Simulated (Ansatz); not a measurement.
**Al2H2OSn: where a starting geometry ends**

The starting geometry of this gas-phase singlet was optimised with GFN2-xTB.

```tsv
atom	x (Å)	y (Å)	z (Å)
Al	-2.0049	2.1109	1.3086
Al	-1.7792	-0.8668	1.5050
O	-2.6750	0.6019	1.3815
Sn	0.3059	0.7652	1.6336
H	0.1056	0.7171	-0.1506
H	-2.5604	-2.2121	1.4790
```

Predict what becomes of its bonds when it is optimised with BLYP-D3(BJ)/def2-SVP.

A bond breaks, giving a structure given below by its coordinates. Contacts that open: Al1–Sn4 (2.69 → 3.58 Å).

The energy falls by 0.52 eV over 16 steps:

| step | E − E(last) (eV) |
| --- | --- |
| 1 | 0.524 |
| 3 | 0.153 |
| 4 | 0.137 |
| 6 | 0.110 |
| 8 | 0.087 |
| 9 | 0.049 |
| 11 | 0.013 |
| 13 | 0.000 |
| 14 | 0.000 |
| 16 | 0.000 |

Final geometry (Å):

```xyz
6

Al   -2.7030    2.3685    1.3712
Al   -1.6514   -0.9916    1.4951
O    -2.2937    0.6737    1.4808
Sn    0.4429    0.6780    1.5931
H     0.3212    0.5732   -0.2221
H    -2.7239   -2.1857    1.4391
```

Frequencies at the end are all real (lowest 36 cm⁻¹). Atoms past krypton carry core potentials, without spin–orbit terms. Run with Ansatz 0.2.0, 44 s on 1 thread of Arm Neoverse V1, with other jobs on the host.
